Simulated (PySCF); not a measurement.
## Simulated absorption spectrum

CH9NOSi2.
Structure used (GFN2-xTB), in Å, numbered top down from 1:
```
atom  x, y, z in Å
C1    -2.265   -0.425   -0.086
O2    -0.895   -0.668   -0.066
Si3    0.248    0.065    0.831
N4     0.242    1.763    0.488
Si5    2.189   -0.859    0.056
H6    -2.476    0.561   -0.507
H7    -2.738   -1.186   -0.708
H8    -2.688   -0.472    0.921
H9    -0.101   -0.165    2.254
H10   -0.618    2.285    0.553
H11    1.004    2.332    0.817
H12    2.583   -0.481   -1.304
H13    2.216   -2.324    0.090
H14    3.298   -0.426    0.918
```

Computed, not measured: TDDFT wB97X-D/def2-SVPD, vertical, gas phase, core orbitals frozen in the response (PySCF).

Each state is given a Gaussian of 0.4 eV full width at half maximum, with ε(max) = 2.175×10⁸ f / Δν̃ (Δν̃ the width in cm⁻¹). The width is an assumption, not a result. The curve ends short of the highest state used, and states not computed would add to its high-energy end.

(E (eV), ε (L mol⁻¹ cm⁻¹)): (5.64, 1), (5.67, 1), (5.71, 3), (5.74, 5), (5.77, 9), (5.81, 17), (5.84, 26), (5.87, 40), (5.91, 68), (5.94, 99), (5.97, 140), (6.01, 214), (6.04, 287), (6.07, 378), (6.11, 529), (6.14, 666), (6.17, 823), (6.21, 1057), (6.24, 1247), (6.27, 1439), (6.31, 1683), (6.34, 1842), (6.38, 2000), (6.41, 2065), (6.44, 2075), (6.48, 2003), (6.51, 1887), (6.54, 1728), (6.58, 1468), (6.61, 1255), (6.64, 1042), (6.68, 776), (6.71, 601), (6.74, 454), (6.78, 302), (6.81, 222), (6.84, 169), (6.88, 139), (6.91, 147), (6.94, 181), (6.98, 272), (7.01, 378), (7.04, 521), (7.08, 773), (7.11, 1007), (7.15, 1372), (7.18, 1674), (7.21, 1987), (7.25, 2393), (7.28, 2670), (7.31, 2907), (7.35, 3145), (7.38, 3263), (7.41, 3335), (7.45, 3383), (7.48, 3405)

Question: Where are the band maxima, and which computed states make them?

Answer: 193 nm (6.43 eV), ε about 2100, made up of S2 (91%) (ε in L mol⁻¹ cm⁻¹; maxima over ε = 5, shares over 10%). At its high-energy end, 7.48 eV, the curve is still rising (ε about 3400, from S3, S4 and S6). The states used: S1 6.24 eV (f 0.0054); S2 6.45 eV (f 0.028); S3 7.33 eV (f 0.030); S4 7.44 eV (f 0.015); S5 7.64 eV (f 0.0075); S6 7.78 eV (f 0.039); S7 7.86 eV (f 0.021); S8 8.08 eV (f 0.011).

Question: On this curve, what absorbance would a 10⁻³ mol/L sample give at 193 nm over a 1 cm path?

Answer: 193 nm is 6.424 eV, where ε is about 2100 L mol⁻¹ cm⁻¹, so A = ε c l ≈ 2.1 (Beer–Lambert, with the gas-phase spectrum and the assumed width).

Question: Coming from long wavelengths, where does ε first pass 100 L mol⁻¹ cm⁻¹?

Answer: At about 209 nm (5.94 eV), 0.30 eV below S1.

Question: What would ε be at 6.43 eV, the highest of these maxima, with half the width (0.2 eV)?

Answer: About 3740 L mol⁻¹ cm⁻¹ against 2080, a factor of about 1.8; a lone state at its own centre would give exactly 2.

One conformer stands for the species.
